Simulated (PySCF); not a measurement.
SMILES [SiH3]CCl, singlet, B3LYP/def2-SVP optimised geometry.

```
8

Si     1.02    -0.14     0.00
C     -0.88    -0.14     0.00
Cl    -1.52     1.56     0.00
H      1.52     0.56     1.22
H      1.52     0.55    -1.22
H      1.49    -1.56     0.01
H     -1.29    -0.65    -0.89
H     -1.29    -0.65     0.89
```

Density from B3LYP/def2-TZVP run with PySCF at that geometry.

Minimum of the electron density along straight lines between bonded atoms, close to the bond critical point (lines longer than 1.1 times the sum of covalent radii, or with two minima, are not listed):

| bond | length / Å | ρ at the minimum / e bohr⁻³ | ∇²ρ there / e bohr⁻⁵ | position (fraction from the first atom) |
|---|---|---|---|---|
| Si1–C2 | 1.900 | 0.117 | ? | 0.39 |
| C2–Cl3 | 1.813 | ? | ? | 0.42 |
| Si1–H4 | 1.489 | 0.122 | 0.15 | 0.49 |
| Si1–H5 | 1.489 | 0.121 | 0.15 | 0.49 |
| Si1–H6 | 1.495 | 0.120 | 0.14 | 0.49 |
| C2–H7 | 1.100 | 0.276 | -0.94 | 0.65 |
| C2–H8 | 1.100 | 0.276 | -0.94 | 0.65 |

Q: Complete the blanks.

A: 
- Si1–C2, ∇²ρ there / e bohr⁻⁵: 0.16
- C2–Cl3, ρ at the minimum / e bohr⁻³: 0.171
- C2–Cl3, ∇²ρ there / e bohr⁻⁵: -0.20
